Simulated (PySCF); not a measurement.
Cl3Ga (SMILES [Cl][Ga]([Cl])[Cl]), singlet, geometry from GFN2-xTB (such geometries of metal compounds can be far from the true shape), with bond 2-1 at 2.0 times its length; BLYP/6-31G run with PySCF.

The PySCF input:
```python
from pyscf import gto, scf, dft

mol = gto.Mole()
mol.atom = '''
    Ga    0.000000    0.000000   -0.000000
    Cl   -3.520000   -2.211635   -0.416410
    Cl    0.100325    1.952147   -0.736775
    Cl    1.659675   -0.846330    0.944980
'''
mol.basis = '6-31g'
mol.charge = 0
mol.spin = 0
mol.verbose = 4
mol.build()

mf = dft.RKS(mol)
mf.xc = 'blyp'
mf.kernel()
mf.analyze()
```

**Question.** Write the output that PySCF gives for this input, abridged.

**Answer.** 
```
PySCF version 2.14.0

[INPUT] verbose = 4
[INPUT] num. atoms = 4
[INPUT] num. electrons = 82
[INPUT] charge = 0
[INPUT] spin (= nelec alpha-beta = 2S) = 0
[INPUT] symmetry False subgroup None
[INPUT] Mole.unit = angstrom
[INPUT] Symbol           X                Y                Z      unit          X                Y                Z       unit  Magmom
[...]
nuclear repulsion = 431.357925913005
number of shells = 32
number of NR pGTOs = 228
number of NR cGTOs = 66
basis = 6-31g
ecp = {}

******** <class 'pyscf.dft.rks.RKS'> ********
method = RKS
initial guess = minao
damping factor = 0
level_shift factor = 0
DIIS = <class 'pyscf.scf.diis.CDIIS'>
diis_start_cycle = 1
diis_space = 8
diis_damp = 0
SCF conv_tol = 1e-09
SCF conv_tol_grad = None
SCF max_cycles = 50
direct_scf = True
direct_scf_tol = 1e-13
XC library pyscf.dft.libxc version 7.1.2
    S. Lehtola, C. Steigemann, M. J. T. Oliveira, and M. A. L. Marques,  SoftwareX 7, 1–5 (2018)
XC functionals = blyp
    A. D. Becke,  Phys. Rev. A 38, 3098 (1988)
    C. Lee, W. Yang, and R. G. Parr,  Phys. Rev. B 37, 785 (1988)
    B. Miehlich, A. Savin, H. Stoll, and H. Preuss,  Chem. Phys. Lett. 157, 200 (1989)
radial grids:
    Treutler-Ahlrichs [JCP 102, 346 (1995); DOI:10.1063/1.469408] (M4) radial grids

becke partition: Becke, JCP 88, 2547 (1988); DOI:10.1063/1.454033
pruning grids: <function nwchem_prune>
grids dens level: 3
symmetrized grids: False
atomic radii adjust function: <function treutler_atomic_radii_adjust>
small_rho_cutoff = 0
Set gradient conv threshold to 3.16228e-05
Initial guess from minao.
tot grids = 77544
init E= -3304.82552779745
[...]
cycle= 1 E= -3304.83227419436  delta_E= -0.00675  |g|= 0.632  |ddm|= 2.42
[...]
cycle= 2 E= -3296.91664403792  delta_E= 7.92  |g|= 1.94  |ddm|= 8.33
[...]
cycle= 3 E= -3304.65249872684  delta_E= -7.74  |g|= 0.948  |ddm|= 7.81
[...]
cycle= 4 E= -3304.99932917429  delta_E= -0.347  |g|= 0.413  |ddm|= 2.34
[...]
cycle= 5 E= -3305.0464269446  delta_E= -0.0471  |g|= 0.224  |ddm|= 1.49

WARN: HOMO -0.207741267175618 == LUMO -0.207636503359439

cycle= 6 E= -3304.58211526499  delta_E= 0.464  |g|= 0.537  |ddm|= 3.12
[...]
cycle= 7 E= -3304.59011390614  delta_E= -0.008  |g|= 0.519  |ddm|= 2.19

WARN: HOMO -0.220291689449333 == LUMO -0.220143893273897

cycle= 8 E= -3304.59369402544  delta_E= -0.00358  |g|= 0.513  |ddm|= 2.19

WARN: HOMO -0.217718473887332 == LUMO -0.217186676933295

cycle= 9 E= -3304.59154319903  delta_E= 0.00215  |g|= 0.517  |ddm|= 0.0149

[...]
[...]
cycle= 32 E= -3301.75260555939  delta_E= -4.24  |g|= 1.48  |ddm|= 4.96
[...]
cycle= 33 E= -3302.71590687059  delta_E= -0.963  |g|= 1.79  |ddm|= 1.28
[...]
cycle= 34 E= -3304.52826540406  delta_E= -1.81  |g|= 0.654  |ddm|= 2.49
[...]
cycle= 35 E= -3305.08597116334  delta_E= -0.558  |g|= 0.0982  |ddm|= 3.03

WARN: HOMO -0.228193387997926 == LUMO -0.227500895825269

cycle= 36 E= -3304.60102994186  delta_E= 0.485  |g|=  0.5  |ddm|= 2.87
[...]
cycle= 37 E= -3305.046068293  delta_E= -0.445  |g|= 0.243  |ddm|= 3.07
[...]
cycle= 38 E= -3305.04236050772  delta_E= 0.00371  |g|= 0.247  |ddm|= 0.0742
[...]
cycle= 39 E= -3305.03783495666  delta_E= 0.00453  |g|= 0.255  |ddm|= 0.0409

WARN: HOMO -0.231357240085435 == LUMO -0.230599816447241

cycle= 40 E= -3304.60469282891  delta_E= 0.433  |g|= 0.491  |ddm|= 3.07
[...]
cycle= 41 E= -3304.60087212987  delta_E= 0.00382  |g|= 0.499  |ddm|= 0.0329

WARN: HOMO -0.232517499583771 == LUMO -0.232394370259095

cycle= 42 E= -3305.05714530152  delta_E= -0.456  |g|= 0.211  |ddm|= 3.05
[...]
cycle= 43 E= -3305.04591926852  delta_E= 0.0112  |g|= 0.237  |ddm|= 0.197
[...]
cycle= 44 E= -3304.94928011436  delta_E= 0.0966  |g|= 0.405  |ddm|= 0.755
[...]
cycle= 45 E= -3304.97166104135  delta_E= -0.0224  |g|= 0.343  |ddm|= 0.164
[...]
cycle= 46 E= -3304.96235462316  delta_E= 0.00931  |g|= 0.372  |ddm|= 0.171
[...]
cycle= 47 E= -3304.601191575  delta_E= 0.361  |g|= 0.498  |ddm|= 3.17
[...]
cycle= 48 E= -3304.92363821729  delta_E= -0.322  |g|= 0.461  |ddm|= 3.19
[...]
cycle= 49 E= -3304.96042681921  delta_E= -0.0368  |g|= 0.379  |ddm|= 0.228
[...]
cycle= 50 E= -3304.97148208102  delta_E= -0.0111  |g|= 0.352  |ddm|= 0.0749
SCF not converged.
SCF energy = -3304.97148208102
**** SCF Summaries ****
Total Energy =                       -3304.971482081019985
Nuclear Repulsion Energy =             431.357925913005033
One-electron Energy =                -5444.508807950669507
Two-electron Energy =                 1708.179399956644147
Two-electron Coulomb Energy =         1868.209526827217815
DFT Exchange-Correlation Energy =     -160.030126870573667
HOMO-LUMO gap [eV] =                     1.473968963558240
**** MO energy ****
[...]
 ** Mulliken pop on meta-lowdin orthogonal AOs  **
 ** Mulliken pop  **
 ** Mulliken atomic charges  **
charge of    0Ga =      1.00056
charge of    1Cl =     -0.93724
charge of    2Cl =     -0.01141
charge of    3Cl =     -0.05190
Dipole moment(X, Y, Z, Debye): 14.04553,  9.13524,  1.54841
```

Convergence was not reached.
